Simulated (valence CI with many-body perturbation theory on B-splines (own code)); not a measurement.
# E1 transitions of Pr⁸⁺

Method: configuration interaction combined with many-body perturbation theory (CI+MBPT): five valence electrons over a frozen Dirac-Fock core [Kr] 4d10, radial functions for each j: 7 s, 7 p, 7 d, 7 f, 4 g, 2 h, with the one-electron correlation potential Σ1 (screened to all orders), the two-electron term Σ2, the three-electron term Σ3, Breit, model QED; selected single and double excitations, second order for the rest (own B-spline code, finite nucleus).

No measured levels were compared; by estimate terms of the open shell hold to a few per cent of their energy, and close levels can change places; configurations with another count of f electrons can be misplaced by thousands of cm⁻¹. Among the levels kept, up to 1800 cm⁻¹ of a level comes from second order outside the variational space, and about a tenth of that is noise between levels of different J, which matters for small intervals. The lowest computed level is not the ground level that NIST lists (°, for many ions itself from theory).

Lines 351 to 400 of 517 in falling wavelength, among levels below 241090 cm⁻¹, chosen from the strongest by gf and those to the six lowest levels. Wavelengths and rates use the calculated energies, so an error of 2000 cm⁻¹ moves a line at 56.66 nm by 1.1 % and its rate by three times that or more. Electric multipoles are in the length gauge, E1 and E2 with the static RPA response of the core. Weak lines are less certain than strong ones. Lines between different terms over intervals too small for the method are left out, as are lines whose strength nearly cancels. Where a level lies close to another of its J and parity, the split of strength between their lines is uncertain. The highest levels of a list are the least certain.

Names give the largest LS component (configuration and term), which can be under half, so a name can repeat, a term be missing and a line seem to break the LS rules; names also repeat where a configuration has a term twice. Letters in brackets count levels of one name in rising energy.

| λ vac (nm) | Upper | Lower | A (s⁻¹) | S (a.u.) |
| --- | --- | --- | --- | --- |
| 56.66 | 4f 5s 5p3 4P_5/2 [b] | 4f 5s2 5p2 4D°_7/2 [b] | 7.56e+07 | 4.07e-02 |
| 56.62 | 4f 5s 5p3 4P_5/2 [b] | 4f 5s2 5p2 4G°_5/2 [b] | 1.80e+08 | 9.66e-02 |
| 56.57 | 4f 5s 5p3 4F_3/2 [b] | 5s2 5p3 2D°_5/2 | 5.82e+07 | 2.08e-02 |
| 56.52 | 4f 5s 5p3 4F_7/2 [b] | 4f 5s2 5p2 4D°_7/2 [b] | 1.23e+08 | 8.74e-02 |
| 56.52 | 4f2 5s 5p2 6G_3/2 | 4f 5s2 5p2 2D°_5/2 | 1.41e+08 | 5.01e-02 |
| 56.48 | 4f 5s 5p3 4F_7/2 [b] | 4f 5s2 5p2 4G°_5/2 [b] | 1.47e+08 | 1.05e-01 |
| 56.39 | 4f 5s 5p3 2G_7/2 | 4f 5s2 5p2 4G°_7/2 | 1.72e+08 | 1.22e-01 |
| 56.29 | 4f 5s 5p3 2H_11/2 | 4f 5s2 5p2 2G°_9/2 [a] | 3.21e+08 | 3.39e-01 |
| 56.25 | 4f 5s 5p3 4P_3/2 | 4f 5s2 5p2 2D°_5/2 | 2.82e+08 | 9.89e-02 |
| 56.22 | 4f 5s 5p3 4D_7/2 | 5s2 5p3 2D°_5/2 | 5.29e+07 | 3.71e-02 |
| 56.19 | 4f 5s 5p3 2F_7/2 | 4f 5s2 5p2 2F°_7/2 [a] | 7.03e+07 | 4.92e-02 |
| 56.10 | 4f 5s 5p3 4H_7/2 | 5s2 5p3 2D°_5/2 | 1.37e+08 | 9.55e-02 |
| 55.98 | 4f 5s 5p3 2D_3/2 | 4f 5s2 5p2 2F°_5/2 [a] | 1.21e+08 | 4.20e-02 |
| 55.97 | 4f 5s 5p3 4G_5/2 [a] | 4f 5s2 5p2 4D°_7/2 [a] | 4.62e+07 | 2.40e-02 |
| 55.73 | 4f 5s 5p3 4P_1/2 | 5s2 5p3 2P°_1/2 | 2.46e+08 | 4.21e-02 |
| 55.71 | 4f2 5s 5p2 6I_9/2 [b] | 4f 5s2 5p2 4G°_7/2 | 1.02e+08 | 8.72e-02 |
| 55.53 | 4f 5s 5p3 4P_5/2 [b] | 4f 5s2 5p2 4G°_7/2 | 2.36e+07 | 1.20e-02 |
| 55.44 | 4f2 5s 5p2 4I_9/2 | 4f 5s2 5p2 2G°_9/2 [b] | 7.55e+07 | 6.35e-02 |
| 55.40 | 4f 5s 5p3 4F_7/2 [b] | 4f 5s2 5p2 4G°_7/2 | 1.25e+07 | 8.37e-03 |
| 55.38 | 4f 5s 5p3 4F_3/2 [c] | 5s2 5p3 2D°_5/2 | 1.31e+07 | 4.39e-03 |
| 55.33 | 4f 5s 5p3 2H_9/2 | 4f 5s2 5p2 4G°_7/2 | 4.41e+08 | 3.69e-01 |
| 55.31 | 4f2 5s 5p2 6G_3/2 | 4f 5s2 5p2 4G°_5/2 [b] | 1.14e+08 | 3.82e-02 |
| 55.19 | 4f 5s 5p3 2F_5/2 | 4f 5s2 5p2 2D°_5/2 | 1.01e+08 | 5.05e-02 |
| 55.18 | 4f2 5s 5p2 6G_5/2 | 4f 5s2 5p2 4G°_5/2 [b] | 9.66e+07 | 4.81e-02 |
| 55.17 | 4f2 5s 5p2 4I_9/2 | 4f 5s2 5p2 2F°_7/2 [b] | 5.72e+07 | 4.74e-02 |
| 55.16 | 4f2 5s 5p2 4G_11/2 | 4f 5s2 5p2 2G°_9/2 [b] | 2.40e+07 | 2.38e-02 |
| 55.14 | 4f 5s 5p3 2H_11/2 | 4f 5s2 5p2 4G°_9/2 | 2.99e+07 | 2.97e-02 |
| 55.06 | 4f 5s 5p3 4P_3/2 | 4f 5s2 5p2 4G°_5/2 [b] | 8.60e+07 | 2.83e-02 |
| 54.93 | 4f2 5s 5p2 4H_7/2 | 4f 5s2 5p2 2F°_7/2 [a] | 4.45e+07 | 2.91e-02 |
| 54.59 | 4f 5s 5p3 2F_7/2 | 4f 5s2 5p2 2D°_5/2 | 1.42e+08 | 9.13e-02 |
| 54.53 | 4f 5s 5p3 4F_3/2 [b] | 5s2 5p3 2D°_3/2 | 1.37e+09 | 4.40e-01 |
| 54.48 | 4f 5s 5p3 2D_3/2 | 4f 5s2 5p2 2D°_5/2 | 8.12e+07 | 2.59e-02 |
| 54.43 | 4f 5s 5p3 4G_7/2 | 4f 5s2 5p2 4D°_7/2 [a] | 1.24e+09 | 7.87e-01 |
| 54.37 | 4f 5s 5p3 2G_9/2 | 4f 5s2 5p2 4G°_9/2 | 4.88e+07 | 3.87e-02 |
| 54.32 | 4f 5s 5p3 2D_3/2 | 5s2 5p3 2P°_1/2 | 1.26e+08 | 3.99e-02 |
| 54.15 | 4f2 5s 5p2 6G_5/2 | 4f 5s2 5p2 4G°_7/2 | 3.66e+06 | 1.72e-03 |
| 54.15 | 4f 5s 5p3 4G_5/2 [b] | 4f 5s2 5p2 4D°_7/2 [a] | 2.40e+07 | 1.13e-02 |
| 54.08 | 4f 5s 5p3 2F_5/2 | 4f 5s2 5p2 4D°_7/2 [b] | 2.86e+08 | 1.34e-01 |
| 54.04 | 4f 5s 5p3 2F_5/2 | 4f 5s2 5p2 4G°_5/2 [b] | 3.55e+08 | 1.66e-01 |
| 54.04 | 4f 5s 5p3 4G_5/2 [a] | 4f 5s2 5p2 4G°_5/2 [a] | 2.10e+09 | 9.83e-01 |
| 54.01 | 5s 5p4 2D_5/2 | 4f 5s2 5p2 2D°_5/2 | 8.72e+07 | 4.07e-02 |
| 53.99 | 4f 5s 5p3 4P_5/2 [a] | 5s2 5p3 2D°_5/2 | 1.40e+08 | 6.51e-02 |
| 53.95 | 4f2 5s 5p2 6G_7/2 | 4f 5s2 5p2 4G°_7/2 | 5.82e+06 | 3.61e-03 |
| 53.91 | 4f2 5s 5p2 6H_5/2 [a] | 4f 5s2 5p2 2F°_7/2 [a] | 5.31e+07 | 2.46e-02 |
| 53.83 | 4f 5s 5p3 2F_7/2 | 4f 5s2 5p2 4G°_9/2 | 5.52e+07 | 3.40e-02 |
| 53.60 | 4f 5s 5p3 2P_3/2 | 5s2 5p3 2D°_5/2 | 4.90e+07 | 1.49e-02 |
| 53.56 | 4f 5s 5p3 4D_7/2 | 4f 5s2 5p2 4D°_7/2 [a] | 7.20e+08 | 4.37e-01 |
| 53.53 | 4f2 5s 5p2 4G_11/2 | 4f 5s2 5p2 4G°_11/2 | 2.98e+08 | 2.71e-01 |
| 53.50 | 4f 5s 5p3 2F_7/2 | 4f 5s2 5p2 4D°_7/2 [b] | 9.31e+07 | 5.63e-02 |
| 53.47 | 4f 5s 5p3 2F_7/2 | 4f 5s2 5p2 4G°_5/2 [b] | 1.54e+08 | 9.30e-02 |
